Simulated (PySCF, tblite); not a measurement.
Species: C₇H₁₂O₃.
Geometry (GFN2-xTB, Å), atoms numbered from 1 in this order:
```
atom  x, y, z in Å
C1     2.9780   -0.1266   -0.4045
C2     1.6483    0.1687    0.2801
C3     0.4864    0.0133   -0.6988
C4    -0.8997    0.1704   -0.0618
C5    -1.1043    1.5398    0.5815
C6    -1.2562   -0.9868    0.9039
O7    -2.4088   -1.5815    0.3438
C8    -2.7249   -0.9856   -0.8206
O9    -3.6386   -1.3045   -1.5068
O10   -1.8765    0.0087   -1.0993
H11    3.1379    0.5578   -1.2339
H12    2.9939   -1.1429   -0.7912
H13    3.8000   -0.0136    0.2978
H14    1.6692    1.1862    0.6715
H15    1.5162   -0.5122    1.1237
H16    0.5738    0.7568   -1.4929
H17    0.5351   -0.9728   -1.1679
H18   -0.8543    2.3216   -0.1303
H19   -0.4775    1.6395    1.4627
H20   -2.1463    1.6586    0.8712
H21   -1.4949   -0.6333    1.9104
H22   -0.4669   -1.7423    0.9604
```

Method used: PBE0/pcSseg-1 in PySCF (dipole) on a GFN2-xTB geometry, gas phase.

Take the most abundant isotopes and a rigid rotor. The values belong to one conformer with, in the numbering `[CH3:1][CH2:2][CH2:3][C@:4]1([CH3:5])[CH2:6][O:7][C:8](=[O:9])[O:10]1`, C1–C2–C3–C4 175°, C2–C3–C4–C5 60°.

**Question.** What are A, B and C (MHz)?

**Answer.** Ia = 183.54, Ib = 685.66, Ic = 705.28 u·Å²; 505379 MHz·u·Å²/I gives A = 2753, B = 737.1, C = 716.6 MHz.

**Question.** What kind of rotor is it?

**Answer.** A near-prolate asymmetric top: κ = (2 × 737.1 − 2753 − 716.6)/(2753 − 716.6) = -0.98.

**Question.** Is it planar, by Δ = Ic − Ia − Ib?

**Answer.** Not planar: Δ = Ic − Ia − Ib = -163.92 u·Å². For a rigid frame Δ = −2 Σ m c², so Σ m c² = 81.96 u·Å² lies off the ab plane: 15.23 from hydrogen and 66.73 from heavier atoms. The atom farthest from that plane is 2.02 Å away.

**Question.** Give the other two planar moments, Paa and Pbb, and the rms extents of the mass along the axes.

**Answer.** Paa = Σ m a² = (Ib + Ic − Ia)/2 = 603.70 and Pbb = Σ m b² = (Ia + Ic − Ib)/2 = 101.58 u·Å². With the mass M = 144.08 u, the rms extents √(P/M) along a, b and c are 2.05, 0.84, 0.75 Å.

**Question.** Which lines would a microwave search look for?

**Answer.** The dipole components are |μa| = 5.55 D, |μb| = 1.83 D, |μc| = 1.79 D. Intensities carry the squares of the components, which stand as 1.00 : 0.11 : 0.10 (a : b : c). Some lines, for components of 0.1 D or more:

```csv
type,branch,"J(Ka,Kc)",MHz,lower level (cm⁻¹)
b,R,"2(0,2) ← 1(1,1)",891,0.116
c,Q,"2(1,2) ← 2(0,2)",1996,0.145
c,Q,"1(1,1) ← 1(0,1)",2016,0.048
b,Q,"1(1,0) ← 1(0,1)",2037,0.048
b,Q,"2(1,1) ← 2(0,2)",2058,0.145
a,R,"2(1,2) ← 1(1,1)",2887,0.116
a,R,"2(0,2) ← 1(0,1)",2907,0.048
b,R,"1(1,1) ← 0(0,0)",3470,0.000
c,R,"1(1,0) ← 0(0,0)",3491,0.000
c,R,"2(1,1) ← 1(0,1)",4965,0.048
b,Q,"2(2,0) ← 2(1,1)",6049,0.214
c,R,"2(2,0) ← 1(1,0)",8977,0.116
c,R,"2(2,1) ← 1(1,1)",8997,0.116
b,R,"2(2,0) ← 1(1,1)",8998,0.116
```

**Question.** Estimate the classical rotational partition function at 10 K, 200 K and 298.15 K.

**Answer.** Point group C1, symmetry number σ = 1; q = (√π/σ)·√((kT/h)³/(ABC)), k/h = 20836.6 MHz/K: 4420 at 10 K, 395000 at 200 K, 720000 at 298.15 K.

Its GFN2-xTB frequencies are all real (lowest 40 cm⁻¹). No vibrational averaging or centrifugal distortion is included, and the geometry carries the error of its method. A rigid rotor knows nothing of internal rotation, which can split or shift real lines.
